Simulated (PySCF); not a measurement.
# Trend along the alkali metals: MLi anions

CCSD(T) with double-zeta basis sets in PySCF, for the lowest determinant that a PBE0 search found; no spin–orbit coupling. De refers to high-spin ground-configuration atoms (the charge goes to the atom of lower measured ionisation energy or higher electron affinity, which is not always the lowest computed limit).

| M | basis | reference, frozen orbitals | charged atom | state (unpaired electrons) | Re (Å) | ωe (cm⁻¹) | De (eV) |
| --- | --- | --- | --- | --- | --- | --- | --- |
| Li | aug-pcseg-1 | ROHF, 0 | Li− | doublet (σ ↑) | 3.145 | 203 | 0.69 |
| K | aug-pcseg-1 | ROHF, 5 | Li− | doublet (σ ↑) | 3.806 | 137 | 0.61 |
| Rb | def2-SVPD | ROHF, 0 | Li− | doublet (σ ↑) | 4.040 | 114 | 0.53 |
| Cs | def2-SVPD | ROHF, 0 | Li− | doublet (σ ↑) | 4.248 | 111 | 0.53 |

Task: The row for M = Na is missing. Estimate Re, ωe and De as the mean of the rows for Li and K, and compare with the calculation.

Result: The means are 3.476 Å, 170 cm⁻¹ and 0.65 eV. ROHF-CCSD(T) in aug-pcseg-1 gives NaLi⁻ as a doublet (σ ↑) with Re = 3.417 Å, ωe = 152 cm⁻¹, De = 0.61 eV, so the estimate is off by +5.9 pm, +12 % and +0.04 eV.

The rows differ in basis set, which adds steps of its own.

Correlated steps freeze the inner cores (0 to 5 orbitals); shallow outer-core shells are correlated. Correlated levels converge slowly with the basis: in double zeta they bind strong bonds too weakly, by up to about 1 eV, and carry superposition errors of some tenths. Spin–orbit coupling is left out. For an ion De counts to the pair picked by the measured ionisation energies or electron affinities, which need not be the lowest pair at this level. The CCSD T1 diagnostic is raised in CsLi⁻, Li₂⁻, RbLi⁻, a sign that a single reference may not be enough there. States were picked by a PBE0 search and need not be the measured ground states.
